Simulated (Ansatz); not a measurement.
System: C5H9, charge 0, multiplicity 2. It need not be the lowest isomer of its formula. 
Geometry from a B3LYP-D3(BJ)/def2-TZVP (Ansatz, a program for electronic structure) optimisation:
```xyz
14

C     -0.0453    -1.2628     0.1546
C      1.1560    -0.4244     0.4447
C      0.8007     0.9445    -0.1700
C     -0.7305     1.0117    -0.0695
C     -1.1868    -0.4363    -0.3393
H     -0.0837    -2.3350     0.2858
H      1.3196    -0.3249     1.5291
H      2.0837    -0.8433     0.0420
H      1.1015     0.9610    -1.2210
H      1.2974     1.7784     0.3269
H     -1.1715     1.7343    -0.7569
H     -1.0204     1.3021     0.9440
H     -1.3524    -0.5897    -1.4171
H     -2.1383    -0.6794     0.1444
```
Charge 0, spin multiplicity 2.

Basis-set convergence of Hartree-Fock and CCSD(T) correlation energies (hartree) with Ansatz. Correlated levels leave the core frozen unless marked. Open shells are spin-unrestricted. Spin-orbit coupling is left out. Non-relativistic.

```
basis    functions       E(HF)  E(corr, CCSD(T))
-------  ---------  ----------  ----------------
cc-pVDZ        115  -194.55317          -0.76542
cc-pVTZ        276  -194.60449          -0.91621
cc-pVQZ        545  -194.61649          -0.96106
```

Extrapolating the two largest sets (X = 3 and 4) as X^-3: E(corr) = (64·(-0.96106) - 27·(-0.91621))/37 = -0.9938 Eh, an estimate of the basis-set limit. The largest set recovers 96.7 % of it, the smallest 77.0 %.
